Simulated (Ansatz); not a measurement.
CH₃O₃Re, singlet, at a GFN2-xTB geometry (such geometries of metal compounds can be far from the true shape) (core potentials on Re); HF/def2-SVP in Ansatz (an electronic-structure program).

Ansatz was given this input:
Ansatz 0.2 input:
```yaml
crystal:
  periodic: [false, false, false]
  atoms:
    - {symbol: Re, position_ang: [0.06874118, -0.12694771, -0.06206747]}
    - {symbol: O, position_ang: [1.20409994, 0.71141375, -0.92250863]}
    - {symbol: O, position_ang: [0.49430691, -0.80148520, 1.38573825]}
    - {symbol: O, position_ang: [-1.28320559, -0.67670116, -0.83812129]}
    - {symbol: C, position_ang: [-0.89001532, 1.64363512, 0.80360865]}
    - {symbol: H, position_ang: [-0.15488768, 2.19502798, 1.39106321]}
    - {symbol: H, position_ang: [-1.71349648, 1.32519993, 1.44394246]}
    - {symbol: H, position_ang: [-1.26872215, 2.27322082, -0.00246365]}
basis:
  gaussian:
    orbitals: def2-SVP
hamiltonian:
  xc: hf
accuracy: high
```

Question: What does Ansatz print? Leave out banner, timings and long lists.

Answer: 
```
Functional definition: HF
2397 factors; integrals over basis functions are off by at most 2.9e-9 eV
mean field evaluation 1: about -9278.7234 eV, gradient 8.3e1 eV
mean field evaluation 2: about -9278.9371 eV, gradient 8.3e1 eV
mean field evaluation 4: about -9291.7497 eV, gradient 5.0e0 eV
mean field evaluation 8: about -9291.8989 eV, gradient 8.6e-1 eV
mean field evaluation 16: about -9291.9045 eV, gradient 2.9e-8 eV
mean field -9291.90452124 eV, -341.4711928765 hartree, gradient 2.6e-8 eV, S^2 0.000000; 0 other end points of the search recorded, 0 dependent functions left out
reference -9291.90452124 eV, -341.4711928765 hartree; 24, 24 occupied and 79, 79 virtual orbitals, 2397 factors
Total energy: -9291.90452124 eV, -341.4711928765 hartree
```
